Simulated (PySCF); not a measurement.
H₁₂Si₆, SMILES [SiH2]1[SiH2][SiH2][SiH2][SiH2][SiH2]1.

Geometry optimised at B3LYP-D3(BJ)/def2-SVP.

Computed with PBE/def2-TZVP (PySCF).

Symmetry labels are those of the subgroup C2h that the program uses (full group D3d).

Computed valence orbital energies around the gap with their symmetry:
| orbital | symmetry | energy (eV) |
|---|---|---|
| HOMO−7 | Bu | -8.44 |
| HOMO−6 | Au | -8.44 |
| HOMO−5 | Ag | -7.81 |
| HOMO−4 | Bu | -7.59 |
| HOMO−3 | Au | -7.59 |
| HOMO−2 | Ag | -6.82 |
| HOMO−1 | Bg | -6.82 |
| HOMO | Au | -6.78 |
| LUMO | Ag | -1.58 |
| LUMO+1 | Bu | -1.38 |
| LUMO+2 | Ag | -1.01 |
| LUMO+3 | Bg | -1.01 |
